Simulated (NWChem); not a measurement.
System: dimethyl carbonate (C3H6O3); SMILES COC(=O)OC

NWChem printed, in part:

```
             Northwest Computational Chemistry Package (NWChem) 7.3.0
             --------------------------------------------------------

                             Geometry "geometry" -> ""
                             -------------------------

 Output coordinates in angstroms (scale by  1.889725989 to convert to a.u.)

  No.       Tag          Charge          X              Y              Z
 ---- ---------------- ---------- -------------- -------------- --------------
    1 C                    6.0000    -2.31585600    -0.00166500    -0.01908900
    2 O                    8.0000    -1.07777900    -0.00085800    -0.70406100
    3 C                    6.0000     0.00000000     0.00000000     0.07217800
    4 O                    8.0000     0.00000000     0.00000000     1.27453300
    5 O                    8.0000     1.07777900     0.00085800    -0.70406100
    6 C                    6.0000     2.31585600     0.00166500    -0.01908900
    7 H                    1.0000    -2.41781600     0.89226100     0.61416400
    8 H                    1.0000    -3.09266100    -0.00537000    -0.79260300
    9 H                    1.0000    -2.41409800    -0.89266300     0.61884400
   10 H                    1.0000     3.09266100     0.00537000    -0.79260300
   11 H                    1.0000     2.41781600    -0.89226100     0.61416400
   12 H                    1.0000     2.41409800     0.89266300     0.61884400

 Effective nuclear repulsion energy (a.u.)     253.4105192478

                              NWChem Property Module
                              ----------------------

  itol2e modified to match energy
  convergence criterion.

                                 NWChem DFT Module
                                 -----------------

 Summary of "ao basis" -> "ao basis" (spherical)
 ------------------------------------------------------------------------------
       Tag                 Description            Shells   Functions and Types
 ---------------- ------------------------------  ------  ---------------------
 C                          def2-svp                 6       14   3s2p1d
 O                          def2-svp                 6       14   3s2p1d
 H                          def2-svp                 3        5   2s1p

  itol2e modified to match energy
  convergence criterion.

            General Information
            -------------------
          SCF calculation type: DFT
          Wavefunction type:  closed shell.
          No. of atoms     :    12
          No. of electrons :    48
           Alpha electrons :    24
            Beta electrons :    24
          Charge           :     0
          Spin multiplicity:     1
          Use of symmetry is: off; symmetry adaption is: off
          Maximum number of iterations: 150
          AO basis - number of functions:   114
                     number of shells:    54
          Convergence on energy requested:  1.00D-07
          Convergence on density requested:  1.00D-05
          Convergence on gradient requested:  5.00D-04

              XC Information
              --------------
                     Hartree-Fock (Exact) Exchange  1.000
                   CAM-Becke88 Exchange Functional  1.000
                      VWN V Correlation Functional  0.190 local
              Lee-Yang-Parr Correlation Functional  0.810

           Range-Separation Parameters
           ---------------------------
           Alpha           :  0.19
           Beta            :  0.46
           Gamma           :  0.33
           Short-Range HF  :     F

             Grid Information
             ----------------
          Grid used for XC integration:  fine
          Radial quadrature: Mura-Knowles
          Angular quadrature: Lebedev.
          Tag              B.-S. Rad. Rad. Pts. Rad. Cut. Ang. Pts.
          ---              ---------- --------- --------- ---------
          C                   0.70       70          13.0       590
          O                   0.60       70          11.0       590
          H                   0.35       60          14.0       590
          Grid pruning is: on
          Number of quadrature shells:   780
          Spatial weights used:  Erf1

      Superposition of Atomic Density Guess
      -------------------------------------

 Sum of atomic energies:        -339.94356724

      Non-variational initial energy
      ------------------------------

 Total energy =    -343.113754
 1-e energy   =    -966.795007
 2-e energy   =     370.270733
 HOMO         =      -0.368944
 LUMO         =       0.095192

   convergence    iter        energy       DeltaE   RMS-Dens  Diis-err
 ---------------- ----- ----------------- --------- --------- ---------
 d= 0,ls=0.0,diis     1   -343.0556055072 -5.96D+02  1.21D-02  1.45D+00
 d= 0,ls=0.0,diis     2   -343.0149982733  4.06D-02  7.00D-03  2.23D+00
 d= 0,ls=0.0,diis     3   -343.2092097022 -1.94D-01  1.57D-03  6.94D-02
 d= 0,ls=0.0,diis     4   -343.2140637617 -4.85D-03  5.84D-04  1.91D-02
 d= 0,ls=0.0,diis     5   -343.2157412981 -1.68D-03  1.24D-04  6.00D-04
  Resetting Diis
 d= 0,ls=0.0,diis     6   -343.2157961095 -5.48D-05  3.68D-05  1.52D-05
 d= 0,ls=0.0,diis     7   -343.2157984123 -2.30D-06  8.20D-06  5.12D-07
 d= 0,ls=0.0,diis     8   -343.2157984734 -6.10D-08  3.01D-06  3.13D-07

         Total DFT energy =     -343.215798473360
      One electron energy =     -970.675561432065
           Coulomb energy =      418.200795784944
    Exchange-Corr. energy =      -44.151552073998
 Nuclear repulsion energy =      253.410519247759

 Numeric. integr. density =       48.000001903269

                       DFT Final Molecular Orbital Analysis
                       ------------------------------------

 Vector   22  Occ=2.000000D+00  E=-3.741516D-01
              MO Center= -4.5D-08, -3.2D-10,  4.1D-01, r^2= 2.6D+00
   Bfn.  Coefficient  Atom+Function         Bfn.  Coefficient  Atom+Function
  ----- ------------  ---------------      ----- ------------  ---------------
    47      0.448429   4 O  py               50      0.330526   4 O  py
    19     -0.299329   2 O  py               61     -0.299329   5 O  py
    22     -0.233389   2 O  py               64     -0.233389   5 O  py
    85      0.092108   7 H  s                95     -0.091838   9 H  s
   105     -0.092108  11 H  s               110      0.091838  12 H  s

[...]

          -----------------------
          Electric field gradient
          -----------------------

 1 a.u. = 0.324123 10**(16) esu/cm**3  ( or statvolts/cm**2 ) = 0.97174 10**(22) v/m**2

 ------------------------------------------------------------
   Atom      X         Y         Z
 ------------------------------------------------------------
    1 C   -4.37633  -0.00315  -0.03607
 ------------------------------------------------------------

 Electric field gradient in molecular frame (a.u.)
         XX             YY             ZZ             XY             XZ             YZ
 ------------------------------------------------------------------------------------------
       -0.294412       0.204896       0.089516      -0.000398       0.259306       0.000067

 Principal components (a.u.) and orientation
 of principal axis w.r.t. absolute frame                      Asymmetry parameter eta
 --------------------------------------------------------------------------------------
       -0.425077       0.220182       0.204895                       0.035963

        0.893028       0.449991       0.002949
        0.000612      -0.007767       0.999970
       -0.450000       0.892999       0.007212

 ------------------------------------------------------------
   Atom      X         Y         Z
 ------------------------------------------------------------
    2 O   -2.03671  -0.00162  -1.33048
 ------------------------------------------------------------

 Electric field gradient in molecular frame (a.u.)
         XX             YY             ZZ             XY             XZ             YZ
 ------------------------------------------------------------------------------------------
       -1.687478       1.272963       0.414515      -0.002043      -0.129589      -0.000238

 Principal components (a.u.) and orientation
 of principal axis w.r.t. absolute frame                      Asymmetry parameter eta
 --------------------------------------------------------------------------------------
       -1.695438       1.272965       0.422474                       0.501635

        0.998119      -0.000682      -0.061303
        0.000692       1.000000       0.000133
        0.061303      -0.000175       0.998119

 ------------------------------------------------------------
   Atom      X         Y         Z
 ------------------------------------------------------------
    3 C    0.00000   0.00000   0.13640
 ------------------------------------------------------------

 Electric field gradient in molecular frame (a.u.)
         XX             YY             ZZ             XY             XZ             YZ
 ------------------------------------------------------------------------------------------
        0.031405      -0.251203       0.219798       0.000252       0.000000      -0.000000

 Principal components (a.u.) and orientation
 of principal axis w.r.t. absolute frame                      Asymmetry parameter eta
 --------------------------------------------------------------------------------------
       -0.251204       0.219798       0.031406                       0.749959

       -0.000891       0.000000       1.000000
        1.000000      -0.000000       0.000891
        0.000000       1.000000      -0.000000

 ------------------------------------------------------------
   Atom      X         Y         Z
 ------------------------------------------------------------
    4 O    0.00000   0.00000   2.40852
 ------------------------------------------------------------

 Electric field gradient in molecular frame (a.u.)
         XX             YY             ZZ             XY             XZ             YZ
 ------------------------------------------------------------------------------------------
        1.390691      -0.563629      -0.827063       0.001118       0.000000      -0.000000

 Principal components (a.u.) and orientation
 of principal axis w.r.t. absolute frame                      Asymmetry parameter eta
 --------------------------------------------------------------------------------------
        1.390692      -0.827063      -0.563629                       0.189426

        1.000000      -0.000000      -0.000572
        0.000572       0.000000       1.000000
        0.000000       1.000000      -0.000000

 ------------------------------------------------------------
   Atom      X         Y         Z
 ------------------------------------------------------------
    5 O    2.03671   0.00162  -1.33048
 ------------------------------------------------------------

 Electric field gradient in molecular frame (a.u.)
         XX             YY             ZZ             XY             XZ             YZ
 ------------------------------------------------------------------------------------------
       -1.687478       1.272963       0.414515      -0.002043       0.129589       0.000238

 Principal components (a.u.) and orientation
 of principal axis w.r.t. absolute frame                      Asymmetry parameter eta
 --------------------------------------------------------------------------------------
       -1.695438       1.272965       0.422474                       0.501635

        0.998119      -0.000682       0.061303
        0.000692       1.000000      -0.000133
       -0.061303       0.000175       0.998119

 ------------------------------------------------------------
   Atom      X         Y         Z
 ------------------------------------------------------------
    6 C    4.37633   0.00315  -0.03607
 ------------------------------------------------------------

 Electric field gradient in molecular frame (a.u.)
         XX             YY             ZZ             XY             XZ             YZ
 ------------------------------------------------------------------------------------------
       -0.294412       0.204896       0.089516      -0.000398      -0.259306      -0.000067

 Principal components (a.u.) and orientation
 of principal axis w.r.t. absolute frame                      Asymmetry parameter eta
 --------------------------------------------------------------------------------------
       -0.425077       0.220182       0.204895                       0.035963

        0.893028      -0.449991       0.002949
        0.000612       0.007767       0.999970
        0.450000       0.892999      -0.007212

 ------------------------------------------------------------
   Atom      X         Y         Z
 ------------------------------------------------------------
    7 H   -4.56901   1.68613   1.16060
 ------------------------------------------------------------

 Electric field gradient in molecular frame (a.u.)
         XX             YY             ZZ             XY             XZ             YZ
 ------------------------------------------------------------------------------------------
        0.129882      -0.139807       0.009925       0.028280       0.032854      -0.204280

 Principal components (a.u.) and orientation
 of principal axis w.r.t. absolute frame                      Asymmetry parameter eta
 --------------------------------------------------------------------------------------
       -0.286743       0.157508       0.129235                       0.098598

       -0.100358       0.413581       0.904919
        0.814242      -0.488543       0.313584
        0.571785       0.768294      -0.287726

 ------------------------------------------------------------
   Atom      X         Y         Z
 ------------------------------------------------------------
    8 H   -5.84428  -0.01015  -1.49780
 ------------------------------------------------------------

 Electric field gradient in molecular frame (a.u.)
         XX             YY             ZZ             XY             XZ             YZ
 ------------------------------------------------------------------------------------------
       -0.084557       0.158252      -0.073695      -0.001077      -0.215693      -0.001071

 Principal components (a.u.) and orientation
 of principal axis w.r.t. absolute frame                      Asymmetry parameter eta
 --------------------------------------------------------------------------------------
       -0.294892       0.158257       0.136635                       0.073323

        0.715946      -0.001910      -0.698153
        0.003352       0.999994       0.000702
        0.698147      -0.002843       0.715949

 ------------------------------------------------------------
   Atom      X         Y         Z
 ------------------------------------------------------------
    9 H   -4.56198  -1.68689   1.16945
 ------------------------------------------------------------

 Electric field gradient in molecular frame (a.u.)
         XX             YY             ZZ             XY             XZ             YZ
 ------------------------------------------------------------------------------------------
        0.130112      -0.137900       0.007788      -0.027000       0.032201       0.205155

 Principal components (a.u.) and orientation
 of principal axis w.r.t. absolute frame                      Asymmetry parameter eta
 --------------------------------------------------------------------------------------
       -0.286723       0.157516       0.129207                       0.098733

        0.097072       0.412810       0.905629
        0.811657       0.493781      -0.312078
       -0.576011       0.765355      -0.287128

[...]
```

Level: CAM-B3LYP/def2-SVP. Coordinates come from a PBE0/def2-SVP optimisation. NWChem prints the field gradient with the sign opposite to the second derivative of the potential.

Task: Reconstruct the input file.

Result: Several could match; the one computed here: the input that was run:
```
start job
memory heap 200 mb stack 900 mb global 1100 mb
geometry units angstroms noautosym nocenter noautoz
  C     -2.315856    -0.001665    -0.019089
  O     -1.077779    -0.000858    -0.704061
  C      0.000000     0.000000     0.072178
  O      0.000000     0.000000     1.274533
  O      1.077779     0.000858    -0.704061
  C      2.315856     0.001665    -0.019089
  H     -2.417816     0.892261     0.614164
  H     -3.092661    -0.005370    -0.792603
  H     -2.414098    -0.892663     0.618844
  H      3.092661     0.005370    -0.792603
  H      2.417816    -0.892261     0.614164
  H      2.414098     0.892663     0.618844
end
basis spherical
  C library def2-svp
  O library def2-svp
  H library def2-svp
end
dft
  xc xcamb88 1.00 lyp 0.81 vwn_5 0.19 hfexch 1.00
  cam 0.33 cam_alpha 0.19 cam_beta 0.46
  iterations 150
end
property
  efieldgrad
end
task dft property
```
